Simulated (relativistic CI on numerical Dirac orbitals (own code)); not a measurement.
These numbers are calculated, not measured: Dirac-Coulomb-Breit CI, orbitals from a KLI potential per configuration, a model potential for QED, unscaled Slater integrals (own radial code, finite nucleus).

The strongest absorption lines from the ground level of an ion, among the configurations computed and to levels below about 10000 eV (vacuum wavelength in nm, gf): 0.12423 (0.11), 0.12529 (0.062), 0.15124 (0.0005), 0.16281 (0.39), 0.16510 (0.011), 0.16730 (0.26), 1.4210 (0.2), 7.9339 (0.0091).

Task: Which ion is it?
A. Sm⁵⁶⁺
B. Ho⁶³⁺
C. Sm⁵⁸⁺
D. Hf⁶⁸⁺

Result: C. Sm⁵⁸⁺ has 4 electrons and the ground level 2s2 1S_0; the strongest line goes to 2s 3p 1P°_1. The pattern of lines fixes the number of electrons, and along that sequence the line energies rise steadily with the charge (about as its square where n changes within one kind of shell, about linearly where n is kept but much faster in heavy ions where fine structure, which grows about as Z⁴, sets the gap, and irregularly where shells cross), which fixes Z. Configurations outside the model, such as inner-shell arrays, can give stronger lines. At this charge energies of transitions that change n are usually good to better than 1 %, and those within a shell (Δn = 0) to a few per cent.

LS names give the leading component of a level, which can be under half, so a name can repeat, a term be missing and a line seem to break the LS rules.
